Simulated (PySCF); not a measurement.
A geometry optimisation on `C=CO[SiH2]C[SiH3]`.

Method: PBE0-D3(BJ)/def2-SVP geometry optimisation, gas phase (PySCF 2.14.0). Start geometry: GFN2-xTB. A driver script takes a list of jobs; this job's settings line and coordinates (Å) are shown.

Input:
```
{"job": {"xc": "PBE0", "basis": "def2-SVP", "d3": "d3bj", "grid": 1, "kind": "geom"}, "charge": 0, "multiplicity": 1}
C      3.481540    -0.977570    -0.491780
C      2.485190    -0.720850     0.338000
O      1.265370    -0.353800    -0.095040
Si    -0.099000     0.006110     0.721410
C     -1.326480     0.402540    -0.653280
Si    -3.033280     0.871800     0.014920
H      3.350970    -0.899500    -1.556670
H      4.447480    -1.268410    -0.125030
H      2.598180    -0.794950     1.413930
H     -0.515660    -1.142560     1.533480
H      0.136980     1.147400     1.612110
H     -1.421360    -0.455820    -1.318300
H     -0.939340     1.217610    -1.264660
H     -3.939840     1.165910    -1.098900
H     -2.923780     2.055850     0.867450
H     -3.582150    -0.235880     0.797630
```

Output:
```
step   0  E = -773.75883904  max force = 0.023559
step   1  E = -773.76359338  max force = 0.009121
step   2  E = -773.76246280  max force = 0.014716
step   3  E = -773.76374838  max force = 0.004384
step   4  E = -773.76391643  max force = 0.002078
step   5  E = -773.76404543  max force = 0.002125
step   6  E = -773.76410054  max force = 0.001561
step   7  E = -773.76411948  max force = 0.000592
step   8  E = -773.76412292  max force = 0.000183
optimisation converged
```

Energies in Eh; «max force» is the largest Cartesian gradient component in Eh/bohr.

Question: Give the first gradient maximum in eV/Å.

Answer: With 1 Eh/bohr = 51.422 eV/Å, 1.211 eV/Å.

Question: At which steps does the energy rise by more than 1e-5 Eh?

Answer: At step 2 (+1.13 mEh).

Summary of the converged run: final energy -773.76412 Eh after 8 steps; dipole 0.54 D.

Question: Estimate the wall time. Hardware: an Arm Neoverse V1 with one thread, no GPU, shared host.

Answer: About 71 s.
Labels such as C1 count atoms from 1, the log's own numbers from 0.
